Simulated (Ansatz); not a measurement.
```yaml
crystal:
  periodic: [false, false, false]
  atoms:
    - {symbol: Si, position_ang: [0.424076, 1.506278, 0.409646]}
    - {symbol: O, position_ang: [-0.517559, 0.194156, 0.176911]}
    - {symbol: Si, position_ang: [-0.589078, -1.374257, -0.359429]}
    - {symbol: Br, position_ang: [1.265428, -2.403060, -0.149478]}
    - {symbol: H, position_ang: [1.014511, 1.837302, -0.893651]}
    - {symbol: H, position_ang: [1.453004, 1.179977, 1.430638]}
    - {symbol: H, position_ang: [-0.417048, 2.591029, 0.819522]}
    - {symbol: H, position_ang: [-1.627164, -2.098049, 0.464899]}
    - {symbol: H, position_ang: [-0.944935, -1.338123, -1.831458]}
basis:
  gaussian: {orbitals: def2-SVP, final_grid: {core_spheres: 20, valence_spheres: 16, degree: 47}}
total_charge: 1
magnetization: {spin_polarized: true, initial_magnetization: 1}
hamiltonian: {xc: {name: HF}}
correlation: {active_space: {window: {electrons: 3, orbitals: 2}}}
accuracy: high
```

```sh
$ ansatz run in.yaml --threads 2 --pin off --events-out ev --progress --plain --max-ram 22528MiB --backend cpu
```

How does Ansatz answer? (Best estimate.)

Ansatz gave: The input was rejected before any iteration.
```
Error: invalid value for `correlation.active_space`: it starts from restricted Hartree–Fock orbitals; set hamiltonian.xc: hf without magnetization.spin_polarized
```
